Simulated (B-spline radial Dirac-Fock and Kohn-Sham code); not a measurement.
# Hf⁷⁰⁺: scattering cross sections and density moments

System: hafnium as Hf⁷⁰⁺, 1s2.

The computed values come from a radial B-spline solver: Dirac-Fock orbitals of the configuration average with a finite nucleus.

```
Sum of ⟨r⟩                          : 0.03776 bohr
Sum of ⟨r²⟩                         : 0.0009775 bohr²
Sum of ⟨1/r⟩                        : 168.20 per bohr
Langevin diamagnetic susceptibility : -0.000774 × 10⁻⁶ cm³/mol
Lamb shielding (α²/3)Σ⟨1/r⟩         : 2986 ppm
```

Coherent scattering is the Thomson cross section weighted by f₀², without anomalous dispersion; incoherent scattering is Klein-Nishina weighted by S. The Lamb formula is the non-relativistic shielding expression. Electron correlation is left out. A dash stands where the photon energy is too low for the impulse approximation behind that column.

| hν (keV) | coherent (b) | incoherent (b) | incoherent per electron (b) |
| --- | --- | --- | --- |
| 1 | 2.661 | – | – |
| 2 | 2.661 | – | – |
| 8.0478 | 2.657 | – | – |
| 17.4793 | 2.642 | – | – |
| 50 | 2.513 | – | – |
| 100 | 2.149 | – | – |
| 200 | 1.344 | – | – |
| 500 | 0.3791 | – | – |
